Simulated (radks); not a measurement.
The numbers below are computed, except where a source is named.
Task: These are the eigenvalues of the occupied orbitals of an atom or ion with whole-number occupations (eV). Level of theory: scalar-relativistic Kohn-Sham, BLYP, spin-unpolarised, spherical densities, point nucleus (a radial shooting solver on a logarithmic mesh with Libxc functionals).

| orbital | eigenvalue |
|---|---|
| 1s | -46742.31 |
| 2s | -7688.136 |
| 2p | -6864.022 |
| 3s | -1735.206 |
| 3p | -1477.689 |
| 3d | -1128.786 |
| 4s | -391.9218 |
| 4p | -306.3322 |
| 4d | -186.0957 |
| 5s | -82.5965 |
| 5p | -59.2014 |
| 4f | -55.0919 |
| 5d | -29.7092 |

Which element is it, and in what charge state? The configuration may be excited.

Result: Z = 62, samarium, charge +3: Sm3+ in [Xe] 4f2 5d3. The list shows which subshells hold electrons but not how many an open one holds; the 1s level, -1717.7 hartree, gives Z - s = 58.6 by -(Z - s)^2/2, which with screening and relativity narrows Z to a few neighbours, and the depths of the outer levels then fix element, charge and occupations together.
